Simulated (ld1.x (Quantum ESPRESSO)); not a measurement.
# Building the PAW potential for bismuth (PBE, scalar-relativistic).

- Element: bismuth
- Generator: ld1.x (Quantum ESPRESSO) 7.5
- Type: PAW
- Functional: PBE
- Relativity: scalar-relativistic
- Frozen core: [Xe] 4f14 5d10
- Valence charge: 5
- Reference configuration: 6s2 6p3
- Partial waves: 6s (bound): rcut 1.35, rcutus 1.65 bohr; 6s channel at -0.5 Ry: rcut 1.35, rcutus 1.65 bohr; 6p (bound): rcut 2.15, rcutus 2.90 bohr; 6p channel at 0.7 Ry: rcut 2.15, rcutus 2.90 bohr; 6d channel at 0.45 Ry: rcut 2.05, rcutus 2.40 bohr; 6d channel at 3.05 Ry: rcut 2.05, rcutus 2.40 bohr
- Local potential: all-electron potential smoothed inside 2.80 bohr (lloc = -1)
- Core correction: Bessel-smoothed model core inside 1.50 bohr
- Augmentation charge: GAUSS, radius 1.00 bohr

(1) Does this generation succeed?

## Answers

(1) No. ld1.x (Quantum ESPRESSO) 7.5 stopped with "new_paw_hamiltonian: negative rho": the spherical valence density built from the smooth waves and the augmentation charge turned negative at some radius.
